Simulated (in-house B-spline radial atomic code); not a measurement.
The numbers below are computed, except where a source is named.
# F in electron gases of falling density

A nucleus sits in a uniform electron gas with a rigid positive background. The Kohn-Sham equations are solved self-consistently in the spin-unpolarised LDA (PW92), non-relativistic, on B-splines with outgoing waves at the boundary and partial waves to l = 8. The model has no lattice, no bands and no magnetic solution. Atomic units; δ_l are the phase shifts at the Fermi level, counted so that each bound state adds π, and good to about 0.0005.

```csv
r_s (bohr),k_F,δ0/π,δ1/π,δ2/π,shallowest bound level (hartree),σ_tr (bohr²),Q (a.u.)
1.5,1.2794,1.532,0.783,0.083,p -0.0138,14.90,1.348
1.65,1.1631,1.572,0.806,0.071,p -0.0297,15.19,0.939
1.8,1.0662,1.606,0.825,0.060,p -0.0412,15.20,0.663
2,0.9596,1.642,0.846,0.047,p -0.0514,14.97,0.429
2.07,0.9271,1.653,0.852,0.043,p -0.054,14.87,0.371
2.2,0.8723,1.671,0.862,0.037,p -0.0576,14.68,0.287
2.4,0.7996,1.694,0.875,0.028,p -0.0611,14.48,0.200
2.67,0.7188,1.716,0.887,0.019,p -0.0632,14.48,0.131
3,0.6397,1.733,0.898,0.011,p -0.0635,15.07,0.085
3.3,0.5816,1.743,0.905,0.007,p -0.0625,16.23,0.063
3.6,0.5331,1.747,0.909,0.003,p -0.061,18.04,0.049
4,0.4798,1.747,0.914,0.001,p -0.0585,21.54,0.039
```

Q = n k_F σ_tr, with n = 3/(4π r_s³).

Q: How does the screening charge move between partial waves as the gas thins?

A: By (2/π)(2l + 1) δ_l, at r_s = 1.5 it is s 3.06, p 4.70, d 0.83, f and beyond 0.41, and at r_s = 4 s 3.49, p 5.48, d 0.01, f and beyond 0.01. The free atom is [He] 2s2 2p5.

Q: What end-to-end powers of r_s do the first and last rows give for σ_tr and Q?

A: σ_tr goes as r_s^+0.38 and Q as r_s^-3.62. Since n k_F/k_F² goes as r_s⁻², Q = 4π n Σ/k_F would fall as r_s⁻² at fixed phase shifts; the sum Σ (l + 1) sin²(δ_l − δ_(l+1)) is 1.941 in the first row and 0.395 in the last, and ranges from 0.39 to 1.94 between them, so these powers are no law.
